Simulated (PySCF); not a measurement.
B(Me)2(OMe) (C₃H₉BO), SMILES COB(C)C. Atoms are numbered in the order given.

```xyz
14

B      0.2757     0.3572     0.1803
C      1.3832     1.4628     0.0210
H      2.2108     1.2766     0.7273
H      0.9773     2.4516     0.2966
H      1.7937     1.5201    -0.9970
C     -0.4685     0.0843     1.5490
H     -0.3242    -0.9607     1.8749
H     -1.5591     0.2162     1.4376
H     -0.1306     0.7412     2.3626
O     -0.0220    -0.3698    -0.9309
C     -0.9848    -1.3888    -0.9471
H     -1.0217    -1.8152    -1.9599
H     -0.7387    -2.1984    -0.2394
H     -1.9893    -1.0087    -0.6950
```
Charge 0, spin multiplicity 1.

Geometry: PBE0-D3(BJ)/def2-SVP. Other conformers were not sampled.

All values below come from PBE/pcSseg-1 (PySCF).

GIAO shieldings, no solvent; atoms listed in one row are averaged. δ = σ(ref) − σ: ¹¹B against BF3 (σ = 83.9 ppm); ¹³C against TMS (σ = 182.0 ppm); ¹H against TMS (σ = 31.49 ppm); ¹⁷O against H2O (σ = 334.3 ppm), references at their B3LYP-D3(BJ)/def2-TZVP geometries, non-relativistic.

Computed chemical shifts:
```
nucleus          atoms  count  δ (ppm)
-------  -------------  -----  -------
¹¹B                 B1      1     42.3
¹³C                C11      1     57.0
¹³C                 C2      1     10.8
¹³C                 C6      1      3.8
¹H       H12, H13, H14      3     4.00
¹H          H3, H4, H5      3     0.74
¹H          H7, H8, H9      3     0.57
¹⁷O                O10      1    189.9
```
